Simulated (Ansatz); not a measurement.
Cl₄HOTa (`[OH][Ta]([Cl])([Cl])([Cl])[Cl]`). Charge 0, multiplicity 1. Ta takes the def2 core potential.

```xyz
7

O     1.2746   -0.7706    0.3739
Ta   -0.2665    0.1613   -0.0804
Cl   -1.4385   -1.7999   -0.2397
Cl   -0.1958    1.2972    1.9074
Cl   -2.2057    1.3326   -0.6466
Cl    0.7669    1.0284   -1.9307
H     2.0649   -1.2489    0.6161
```

**Question.** List the harmonic frequencies (cm⁻¹, unscaled) at PBE0-D4/def2-TZVP in Ansatz. (Best estimate.)

**Answer.** Ansatz gave: 31, 33, 113, 114, 168, 191, 192, 342, 343, 345, 396, 404, 404, 745, 3966.

**Question.** Is this a minimum?

**Answer.** Yes, all 15 modes are real.

**Question.** Give the ideal-gas thermochemistry at 298.15 K and 1 bar (rigid rotor, harmonic oscillator; point group C3v, symmetry number 3).

**Answer.** Zero-point energy 46.6 kJ/mol; H(298) − E = 75.0 kJ/mol; entropy 430.8 J/(mol·K), of which translation 181.5, rotation 117.8, vibration 131.5; G(298) − E = -53.4 kJ/mol. Modes under 100 cm⁻¹ are hindered rotations or soft bends, so the harmonic entropy is rough.

**Question.** And at 400, 500, 600, 800 and 1000 K?

**Answer.** 
```json
{"T (K)": "400", "H − E (kJ/mol)": "88.7", "S (J/mol/K)": "470.4", "G − E (kJ/mol)": "-99.4"}
{"T (K)": "500", "H − E (kJ/mol)": "102.8", "S (J/mol/K)": "501.7", "G − E (kJ/mol)": "-148.1"}
{"T (K)": "600", "H − E (kJ/mol)": "117.1", "S (J/mol/K)": "527.8", "G − E (kJ/mol)": "-199.6"}
{"T (K)": "800", "H − E (kJ/mol)": "146.2", "S (J/mol/K)": "569.6", "G − E (kJ/mol)": "-309.5"}
{"T (K)": "1000", "H − E (kJ/mol)": "175.7", "S (J/mol/K)": "602.5", "G − E (kJ/mol)": "-426.8"}
```

**Question.** Rotational constants (cm⁻¹)?

**Answer.** 0.03199, 0.03196, 0.03022.
